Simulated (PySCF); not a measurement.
Assignment exercise: C6H10FN

Geometry:
| atom | x (Å) | y (Å) | z (Å) |
| --- | --- | --- | --- |
| C1 | 1.968 | 0.422 | 0.704 |
| C2 | 0.843 | -0.109 | -0.176 |
| C3 | -0.184 | 0.942 | -0.528 |
| N4 | 0.151 | 2.107 | -0.847 |
| C5 | -1.568 | 0.341 | -0.415 |
| C6 | -1.336 | -1.161 | -0.250 |
| C7 | 0.021 | -1.245 | 0.447 |
| F8 | -0.153 | -1.031 | 1.801 |
| H9 | 2.412 | 1.289 | 0.226 |
| H10 | 1.575 | 0.723 | 1.672 |
| H11 | 2.726 | -0.342 | 0.855 |
| H12 | 1.268 | -0.481 | -1.116 |
| H13 | -0.616 | 2.736 | -1.073 |
| H14 | -2.044 | 0.753 | 0.479 |
| H15 | -2.191 | 0.588 | -1.275 |
| H16 | -1.270 | -1.653 | -1.221 |
| H17 | -2.112 | -1.646 | 0.339 |
| H18 | 0.501 | -2.226 | 0.364 |

Theory: geometry: GFN2-xTB, PBE0/pcSseg-1 with gauge-including orbitals, in PySCF 2.14.0 with density-fitted response routines (no relativistic terms, one conformer, gas phase, rapidly exchanging positions averaged).

Chemical shifts δ = σref − σ; TMS for 13C, 1H, all at this level.

(1) Assign these signals to the numbered atoms. 13C{1H} NMR (computed): δ 192.1, 99.4, 50.1, 36.5, 33.7, 13.1.

(2) Assign these signals to the numbered atoms. 1H NMR (500 MHz, computed): δ 10.51 (br s, 1H), 5.20 (m, 1H), 2.64 (m, 1H), 2.30 (m, 1H), 2.19 (m, 1H), 2.18 (m, 1H), 1.75 (m, 1H), 1.37 (d, 3H).

Answers

(1) 
| δ (ppm) | atoms | environment | reason |
| --- | --- | --- | --- |
| 192.1 | C3 | carbon bonded to 2 C, N | – |
| 99.4 | C7 | carbon bonded to 2 C, F, H | – |
| 50.1 | C2 | carbon bonded to 3 C, H | – |
| 36.5 | C5 | carbon bonded to 2 C, 2 H | – |
| 33.7 | C6 | carbon bonded to 2 C, 2 H | – |
| 13.1 | C1 | carbon bonded to C, 3 H | – |

(2) 
10.51 → H13, hydrogen on a nitrogen bonded to C
5.20 → H18, hydrogen on a carbon bonded to 2 C, F
2.64 → H14, hydrogen on a carbon bonded to 2 C
2.30 → H12, hydrogen on a carbon bonded to 3 C
2.19 → H15, hydrogen on a carbon bonded to 2 C
2.18 → H17, hydrogen on a carbon bonded to 2 C
1.75 → H16, hydrogen on a carbon bonded to 2 C
1.37 → H9/H10/H11, hydrogen on a carbon bonded to C

H12 and H15; H15 and H17 lie closer than the usual error of such a calculation, so a measured spectrum could show them in the other order.

Exchangeable OH/NH protons stand at their gas-phase positions; hydrogen bonding in a real sample shifts them, mostly to higher δ. Splittings by 19F in the carbon and heteronuclear signals aren't shown, as no couplings were computed. Shifts are as computed. Against solution values, carbons near 30 ppm lie about +3 ppm off and those near 130 ppm about +5 ppm. Of 1211 compounds with measured shifts, 218 miss one by over three times the rms of a fit or turn the order of signals round; such compounds aren't used in these exercises. Multiplicities follow the n + 1 count of equivalent neighbours, as no J values were calculated; m marks all less simple cases, F and P coupling included.
